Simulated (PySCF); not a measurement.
Radial density of Ge²⁺ (germanium, charge +2)

TPSSh, [Ar] 3d10 4s1 5s1, high-spin 3S determinant (an excited configuration). All numbers are calculated (PySCF 2.14, scalar relativity by spin-free X2C-1e, in aug-cc-pVDZ-DK (6s5p3d, 36 functions)).

```
r (bohr)  4πr²ρ (e/bohr)  4πr²(ρα − ρβ)
0.000627          0.1920         0.0001
 0.00105          0.4963         0.0003
 0.00177           1.198         0.0008
 0.00298           2.844         0.0019
 0.00502           6.489         0.0044
 0.00844           13.69         0.0092
  0.0142           25.19         0.0163
  0.0239           36.85         0.0205
  0.0402           38.09         0.0101
  0.0676           31.52        -0.0004
   0.114           41.19         0.0439
   0.191           40.50         0.0256
   0.322           22.58         0.0273
   0.541           28.84         0.1037
   0.910           12.62         0.0692
    1.53           2.156         0.7753
    2.57          0.3633         0.3328
    4.33          0.3169         0.3168
    7.28         0.04276         0.0428
    12.2       0.0001387         0.0001
```

Densities and radii are taken from the X2C orbitals without a picture-change correction, which distorts them close to the nucleus.

The outer electron is Rydberg-like, and this basis confines it to a smaller radius and binds it less than a complete one would.
